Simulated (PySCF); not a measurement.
PySCF input for Si(Cl)2(F)(SiH3) (Cl₂FH₃Si₂), SMILES F[Si]([SiH3])(Cl)Cl, TDDFT-PBE/def2-SVPD. The structure is a stationary point at r2SCAN-D4/def2-SVP. This is a generated structure with no PubChem entry under its InChIKey; it may be hypothetical.

```python
import numpy as np
from pyscf import gto, scf, dft, tdscf

mol = gto.M(
    atom='''
    F    -0.30073496    1.87878494    0.00000000
    Si   -0.08251462    0.27493817   -0.00000000
    Si    2.18071476   -0.27101643    0.00000001
    Cl   -1.01765788   -0.46426579    1.67673695
    Cl   -1.01765787   -0.46426578   -1.67673696
    H     2.82229670    0.28990798   -1.22433175
    H     2.82229669    0.28990798    1.22433178
    H     2.28758706   -1.75874813    0.00000000
    ''',
    basis='def2-SVPD',
    charge=0,
    spin=0,
    symmetry=True,
    max_memory=1600,
    verbose=4,
)
mf = dft.RKS(mol, xc='pbe').density_fit(auxbasis='def2-universal-jkfit')
mf.grids.level = 3
mf.conv_tol = 1e-9
mf.max_cycle = 100
mf.kernel()
mf.grids = dft.Grids(mol).set(level=1).build(with_non0tab=True)  # coarser grid for the response kernel
td = tdscf.TDDFT(mf)
td.singlet = True
td.nstates = 10
td.conv_tol = 1e-4
td.positive_eig_threshold = 1e-6
td.kernel(x0=td.get_init_guess(mf, 15))
td.analyze()
tt = tdscf.TDA(mf)
tt.singlet = False
tt.nstates = 4
tt.conv_tol = 1e-4
tt.positive_eig_threshold = 1e-6
tt.kernel(x0=tt.get_init_guess(mf, 9))
tt.analyze(verbose=3)
```

Output:

```
PySCF version 2.14.0

[INPUT] verbose = 4
[INPUT] num. atoms = 8
[INPUT] num. electrons = 74
[INPUT] charge = 0
[INPUT] spin (= nelec alpha-beta = 2S) = 0
[INPUT] symmetry True subgroup None
[INPUT] Mole.unit = angstrom
[INPUT] Symbol           X                Y                Z      unit          X                Y                Z       unit  Magmom
[INPUT]  1 F     -0.300734960000   1.878784940000   0.000000000000 AA   -0.568306710482   3.550388983557   0.000000000000 Bohr   0.0
[INPUT]  2 Si    -0.082514620000   0.274938170000   0.000000000000 AA   -0.155930033073   0.519557842489   0.000000000000 Bohr   0.0
[INPUT]  3 Si     2.180714760000  -0.271016430000   0.000000010000 AA    4.120953652197  -0.512146827957   0.000000018897 Bohr   0.0
[INPUT]  4 Cl    -1.017657880000  -0.464265790000   1.676736950000 AA   -1.923094681705  -0.877335192105   3.168573618439 Bohr   0.0
[INPUT]  5 Cl    -1.017657870000  -0.464265780000  -1.676736960000 AA   -1.923094662808  -0.877335173208  -3.168573637336 Bohr   0.0
[INPUT]  6 H      2.822296700000   0.289907980000  -1.224331750000 AA    5.333367805264   0.547846683526  -2.313651693109 Bohr   0.0
[INPUT]  7 H      2.822296690000   0.289907980000   1.224331780000 AA    5.333367786367   0.547846683526   2.313651749801 Bohr   0.0
[INPUT]  8 H      2.287587060000  -1.758748130000   0.000000000000 AA    4.322913029499  -3.323552287791   0.000000000000 Bohr   0.0

nuclear repulsion = 437.381770923459
point group symmetry = Cs
symmetry origin: [ 5.10736474e-10 -1.02147345e-09  2.40048222e-17]
symmetry axis x: [1.00000000e+00 7.82231825e-11 1.05118799e-08]
symmetry axis y: [ 7.82232281e-11 -1.00000000e+00 -4.34715399e-09]
symmetry axis z: [ 1.05118799e-08  4.34715409e-09 -1.00000000e+00]
num. orbitals of irrep A' = 91
num. orbitals of irrep A" = 58
number of shells = 63
number of NR pGTOs = 237
number of NR cGTOs = 149
basis = def2-SVPD
ecp = {}


[settings echo left out]
init E= -1600.10228919925
HOMO (A') = -0.303934365727059  LUMO (A') = -0.068336741475425  gap/eV = 6.41094
cycle= 1 E= -1599.82626692845  delta_E= 0.276  |g|= 0.558  |ddm|= 3.54
HOMO (A") = -0.260487032398169  LUMO (A') = -0.0725697874060711  gap/eV = 5.11349
cycle= 2 E= -1599.58996581291  delta_E= 0.236  |g|= 1.28  |ddm|= 1.76
HOMO (A') = -0.276785101299175  LUMO (A') = -0.0542087181433941  gap/eV = 6.05661
cycle= 3 E= -1599.88652057643  delta_E= -0.297  |g|= 0.122  |ddm|= 1.16
HOMO (A') = -0.282181132744457  LUMO (A') = -0.0558819213936932  gap/eV = 6.15792
cycle= 4 E= -1599.88954103432  delta_E= -0.00302  |g|= 0.0569  |ddm|= 0.24
HOMO (A') = -0.285121004443913  LUMO (A') = -0.0593989086070255  gap/eV = 6.14221
cycle= 5 E= -1599.89032088013  delta_E= -0.00078  |g|= 0.0157  |ddm|= 0.0858
HOMO (A') = -0.283696511130517  LUMO (A') = -0.0579099321851615  gap/eV = 6.14397
cycle= 6 E= -1599.89039827478  delta_E= -7.74e-05  |g|= 0.00275  |ddm|= 0.0253
HOMO (A') = -0.283777405343874  LUMO (A') = -0.0579883728626989  gap/eV = 6.14403
cycle= 7 E= -1599.89040005073  delta_E= -1.78e-06  |g|= 0.000785  |ddm|= 0.0054
HOMO (A') = -0.283755905883176  LUMO (A') = -0.0579617489489497  gap/eV = 6.14417
cycle= 8 E= -1599.89040023978  delta_E= -1.89e-07  |g|= 0.000158  |ddm|= 0.00142
HOMO (A') = -0.283748484448322  LUMO (A') = -0.0579578661607778  gap/eV = 6.14408
cycle= 9 E= -1599.89040024588  delta_E= -6.11e-09  |g|= 2.6e-05  |ddm|= 0.000235
HOMO (A') = -0.283752652183334  LUMO (A') = -0.0579609750462917  gap/eV = 6.14410
cycle= 10 E= -1599.89040024608  delta_E= -1.96e-10  |g|= 8.51e-06  |ddm|= 4.89e-05
HOMO (A') = -0.283751919507929  LUMO (A') = -0.057960293675996  gap/eV = 6.14410
Extra cycle  E= -1599.89040024606  delta_E= 2.3e-11  |g|= 1.35e-05  |ddm|= 2.61e-05
converged SCF energy = -1599.89040024606
tot grids = 38176
Overwritten attributes  positive_eig_threshold  of <class 'pyscf.tdscf.rks.CasidaTDDFT'>


******** <class 'pyscf.tdscf.rks.CasidaTDDFT'> for <class 'pyscf.df.df_jk.DFSymAdaptedRKS'> ********
nstates = 10 singlet
deg_eia_thresh = 1.000e-03
wfnsym = None
conv_tol = 0.0001
eigh lindep = 1e-12
eigh level_shift = 0
eigh max_cycle = 100


Excitation energies (eV)
[6.51275476 6.70092896 6.76293509 6.77730384 6.94697502 6.99642682
 7.05955573 7.1930463  7.32510694 7.34363936]

** Singlet excitation energies and oscillator strengths **
Excited State   1:   A'      6.51275 eV    190.37 nm  f=0.0500
      36 -> 39        0.13675
      37 -> 38        0.66707
Excited State   2:   A"      6.70093 eV    185.03 nm  f=0.0008
      36 -> 38       -0.58814
      37 -> 39        0.37337
Excited State   3:   A'      6.76294 eV    183.33 nm  f=0.1077
      35 -> 39       -0.12385
      36 -> 39        0.10193
      37 -> 40        0.66579
Excited State   4:   A"      6.77730 eV    182.94 nm  f=0.0247
      35 -> 38       -0.38773
      36 -> 38        0.29206
      36 -> 40       -0.14714
      37 -> 39        0.47081
Excited State   5:   A'      6.94698 eV    178.47 nm  f=0.0266
      35 -> 39       -0.18814
      36 -> 39       -0.66152
      37 -> 38        0.10392
Excited State   6:   A"      6.99643 eV    177.21 nm  f=0.0146
      35 -> 38        0.50373
      36 -> 40       -0.42833
      37 -> 39        0.21028
Excited State   7:   A"      7.05956 eV    175.63 nm  f=0.0405
      35 -> 38       -0.28966
      35 -> 40       -0.15519
      36 -> 38       -0.20576
      36 -> 40       -0.53023
      37 -> 39       -0.22353
Excited State   8:   A'      7.19305 eV    172.37 nm  f=0.0468
      34 -> 38        0.32903
      35 -> 39        0.58421
      36 -> 39       -0.12919
      37 -> 38        0.11043
Excited State   9:   A"      7.32511 eV    169.26 nm  f=0.0199
      34 -> 39       -0.19055
      35 -> 40       -0.64258
      37 -> 39        0.10753
Excited State  10:   A'      7.34364 eV    168.83 nm  f=0.0147
      34 -> 38        0.11812
      37 -> 41        0.67725

** Transition electric dipole moments (AU) **
state          X           Y           Z        Dip. S.      Osc.
  1        -0.5160     -0.2175     -0.0000      0.3136      0.0500
  2         0.0000     -0.0000     -0.0705      0.0050      0.0008
  3        -0.7886      0.1670     -0.0000      0.6498      0.1077
  4         0.0000      0.0000     -0.3856      0.1487      0.0247
  5        -0.3575     -0.1688     -0.0000      0.1563      0.0266
  6        -0.0000      0.0000     -0.2915      0.0850      0.0146
  7        -0.0000     -0.0000      0.4840      0.2343      0.0405
  8        -0.5146     -0.0262     -0.0000      0.2655      0.0468
  9        -0.0000      0.0000     -0.3330      0.1109      0.0199
 10         0.2790     -0.0606      0.0000      0.0815      0.0147

** Transition velocity dipole moments (imaginary part, AU) **
state          X           Y           Z        Dip. S.      Osc.
  1        -0.1270     -0.0563      0.0000      0.0193      0.0538
  2         0.0000     -0.0000     -0.0196      0.0004      0.0010
  3        -0.2010      0.0441      0.0000      0.0424      0.1136
  4         0.0000      0.0000     -0.1005      0.0101      0.0270
  5        -0.0907     -0.0425      0.0000      0.0100      0.0262
  6        -0.0000      0.0000     -0.0753      0.0057      0.0147
  7         0.0000     -0.0000      0.1271      0.0161      0.0415
  8        -0.1324     -0.0059      0.0000      0.0176      0.0443
  9         0.0000      0.0000     -0.0885      0.0078      0.0194
 10         0.0731     -0.0171      0.0000      0.0056      0.0139

** Transition magnetic dipole moments (imaginary part, AU) **
state          X           Y           Z
  1         0.0000     -0.0000      0.5047
  2         0.1136     -0.2401     -0.0000
  3        -0.0000      0.0000     -0.3988
  4        -0.0098     -0.7483     -0.0000
  5        -0.0000      0.0000      0.1069
  6         0.0580     -0.2864     -0.0000
  7        -0.1340      0.3456      0.0000
  8        -0.0000      0.0000      0.1333
  9         0.0081     -0.3838     -0.0000
 10         0.0000     -0.0000     -0.2206
Overwritten attributes  positive_eig_threshold  of <class 'pyscf.tdscf.rks.TDA'>


******** <class 'pyscf.tdscf.rks.TDA'> for <class 'pyscf.df.df_jk.DFSymAdaptedRKS'> ********
nstates = 4 triplet
deg_eia_thresh = 1.000e-03
wfnsym = None
conv_tol = 0.0001
eigh lindep = 1e-12
eigh level_shift = 0
eigh max_cycle = 100


Excitation energies (eV)
[5.76429929 5.96589517 6.22767068 6.4605394 ]

** Triplet excitation energies and oscillator strengths **
Excited State   1:   A'      5.76430 eV    215.09 nm  f=0.0000
Excited State   2:   A"      5.96590 eV    207.82 nm  f=0.0000
Excited State   3:   A'      6.22767 eV    199.09 nm  f=0.0000
Excited State   4:   A"      6.46054 eV    191.91 nm  f=0.0000
```

Self-consistency was reached.
